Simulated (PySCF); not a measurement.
# Excitation energy of Cr⁺ by level of theory

Cr⁺ [Ar] 3d5 (6S) → Cr⁺ [Ar] 3d4 4p1 (high-spin determinant), as a difference of total energies. Calculation: PySCF 2.14, in aug-cc-pVDZ-DK (7s6p4d2f, 59 functions); scalar relativity by spin-free X2C-1e. Correlated levels: valence: [Ar] frozen. The calculations carry no spin-orbit coupling.

| method | excitation energy (cm⁻¹) |
| --- | --- |
| UHF | 39862 |
| MP2 (valence) | 45836 |
| SCS-MP2 (valence) | 41854 |
| CCSD (valence) | 45673 |
| CCSD(T) (valence) | 45722 |

The determinant of the upper state mixes LS terms, which raises its energy above the lowest term, most at the Hartree-Fock and MP2 levels.
